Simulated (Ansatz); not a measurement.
`FCC(F)I` + HCl → `FCC(F)Cl` + HI at 700 K and 1 bar (substitution at a C–I bond).

Gas-phase electronic energies from Ansatz, PBE0-D4/def2-TZVP geometries. CCSD(T)/CBS is the MP2 limit (def2-TZVPP, def2-QZVPP) plus CCSD(T) − MP2 in def2-TZVPP, frozen cores. This one scheme is used for every species. Elements past krypton have def2 core potentials. For I outer-core shells are correlated without core-valence functions, which leaves a few kJ/mol of doubt a bond. One conformer a species, not always the lowest.

```
   species  CCSD(T)/CBS energy (Eh)  H − E (kJ/mol)  S (J/(mol·K))
 `FCC(F)I`               -574.91548           193.7          421.1
       HCl               -460.38127            38.4          211.8
`FCC(F)Cl`               -737.25651           194.9          399.1
        HI               -298.03592            34.6          231.7
```

H − E and S are ideal-gas, rigid-rotor, harmonic terms from PBE0-D4/def2-TZVP, for one conformer and one mirror image of each species. 1 Eh = 2625.50 kJ/mol, R = 8.31446 J/(mol·K).

Question: By hand: ΔE, ΔH, ΔS and ΔG.

Answer: ΔE = (-737.25651) + (-298.03592) − (-574.91548) − (-460.38127) = 0.00432 Eh = 11.3 kJ/mol. Δ(H − E) = 194.9 + 34.6 − 193.7 − 38.4 = -2.6, so ΔH = 8.7 kJ/mol. ΔS = 399.1 + 231.7 − 421.1 − 211.8 = -2.1 J/(mol·K). ΔG = 8.7 − 700 × (-2.1)/1000 = 10.2 kJ/mol.

Question: By hand: the equilibrium constant, and the temperature at which ΔG would vanish if ΔH and ΔS stayed fixed.

Answer: log₁₀ K = −ΔG/(RT ln 10) = -0.8. ΔH and −TΔS have one sign here, so there is no such temperature. One of them is within its doubt of zero, so this could turn.

The number of gas molecules stays the same, so ΔS is small and ΔH decides. A doubt of 5 kJ/mol in ΔE shifts log₁₀ K by 0.4 here. Other conformers and mirror images would add mixing entropy, several J/(mol·K) or more a flexible species. These are equilibria of isolated gas molecules and say nothing of rates. Largest T1 diagnostic: 0.011 (customary marks: 0.02 for closed shells, 0.045 for open ones).
